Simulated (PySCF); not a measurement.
System: sum formula BNHCl$_{2}$, net charge 0, doublet state. It need not be the lowest isomer of its formula. SMILES: [NH]B(Cl)Cl
Coordinates optimised at B3LYP-D3(BJ)/def2-TZVP (Ansatz):
```xyz
5

B     -0.3687    -0.0791     0.0496
Cl     0.1698     1.5993     0.0385
Cl     0.7860    -1.3948    -0.1583
N     -1.7338    -0.3646     0.1179
H     -2.2674    -0.5300     0.9640
```
Charge 0, spin multiplicity 2.

Dispersion corrections to the total energy (kcal/mol) from the dftd3 and dftd4 libraries through PySCF: D3(BJ) without and D4 with the three-body term, each with the damping fitted for the functional named.

| functional | D3(BJ) | D4 |
|---|---|---|
| HSE06 | -1.91 | -2.23 |
| PBE0 | … | -2.39 |
| B3LYP | -5.05 | -4.69 |
| TPSSh | -3.25 | … |
| LC-wPBE | -2.72 | -3.20 |
| CAM-B3LYP | -2.29 | … |
| PBE | -2.70 | -2.85 |

Task: Some entries are withheld; supply them.

Result: 
- PBE0, D3(BJ): -2.41
- TPSSh, D4: -3.48
- CAM-B3LYP, D4: -2.43
